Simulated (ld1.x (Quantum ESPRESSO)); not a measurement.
## rhenium, TM: configuration errors across variants

| Property | Result |
| --- | --- |
| Element | Re |
| Generator | ld1.x (Quantum ESPRESSO) 7.5 |
| Type | norm-conserving Troullier–Martins (Kleinman–Bylander form) |
| Functional | PBEsol |
| Relativity | fully relativistic |
| Frozen core | [Kr] 4d10 4f14 5s2 |
| Valence charge | 13 |
| Reference configuration | 5p6 5d5 6s2 6p0 |
| Partial waves | 6s (bound): rc 2.30 bohr; 5p (bound): rc 1.55 bohr; 5d (bound): rc 2.65 bohr |
| Local potential | all-electron potential smoothed inside 2.40 bohr (lloc = -1) |
| Core correction | none |

Open shells are filled in proportion to 2j + 1 (rel_dist='average').

All-electron excitation energies from the reference (eV): (1) 5p6 5d5 6s1 6p0 9.299; (2) 5p6 5d5 6s0 6p0 25.645; (3) 5p6 5d4 6s0 6p0 52.795; (4) 5p6 5d5 6s1 6p1 4.798; (5) 5p6 5d5 6s1.5 6p0 3.806; (6) 5p6 5d5 6s0 6p2 9.864.

Tests that are not counted but printed errors over 1 eV. “base”: 5p6 5d6 6s1 6p0 (solver errors, printed error -944 eV). “wave 5d (bound): rc 2.65 bohr becomes 5d (bound): rc 2.00 bohr”: 5p6 5d6 6s1 6p0 (solver errors, printed error -1134 eV). “wave 5p (bound): rc 1.55 bohr becomes 5p (bound): rc 1.92 bohr”: 5p6 5d6 6s1 6p0 (solver errors, printed error +4.3 eV). “core correction a·sin(br)/r model core inside 1.86 bohr”: 5p6 5d6 6s1 6p0 (solver errors, printed error -1465 eV). “core correction a·sin(br)/r model core inside 1.06 bohr”: 5p6 5d6 6s1 6p0 (solver errors, printed error -1481 eV).

4 further variants failed, have other tests or another functional or relativity, and are left out.

A true bound ghost makes a file unfit for plane-wave use even where its test errors are small: the radial tests pick states by their node count and pass the ghost by. Where a test does run into it, the solver fails or the error is huge.

Errors AE − PS in meV (a dash: test not solved or not reliable):

```tsv
change	(1)	(2)	(3)	(4)	(5)	(6)	bound ghosts
base	+1.2	-23	+3.3	-136	+0.4	-327	s
all radii scaled by about 1.06 (s 2.44, p 1.64, d 2.82 bohr); local potential all-electron potential smoothed inside 2.54 bohr (lloc = -1)	-2.3	-24	-2.4	-186	-0.3	-441	none
local potential all-electron potential smoothed inside 1.02 bohr (lloc = -1)	-4.5	-21	+18	+138	-0.9	+307	s
wave 5d (bound): rc 2.65 bohr becomes 5d (bound): rc 2.00 bohr	-0.5	-29	+8.2	-137	0.0	-328	s
wave 5p (bound): rc 1.55 bohr becomes 5p (bound): rc 1.92 bohr	+1.3	-23	+2.8	-118	+0.5	-285	s
wave 6s (bound): rc 2.30 bohr becomes 6s (bound): rc 2.12 bohr	+3.9	-17	-2.0	-135	+1.0	-323	s
core correction a·sin(br)/r model core inside 1.86 bohr	+1.0	-27	-15	-137	+0.4	-329	s
core correction a·sin(br)/r model core inside 1.06 bohr	+0.6	-29	-13	-137	+0.4	-330	s
```

Task: Give the same row for: local potential all-electron potential smoothed inside 2.65 bohr (lloc = -1).

Result: -3.3, -24, -9.1, -244, -0.6, -576; bound ghosts: none.
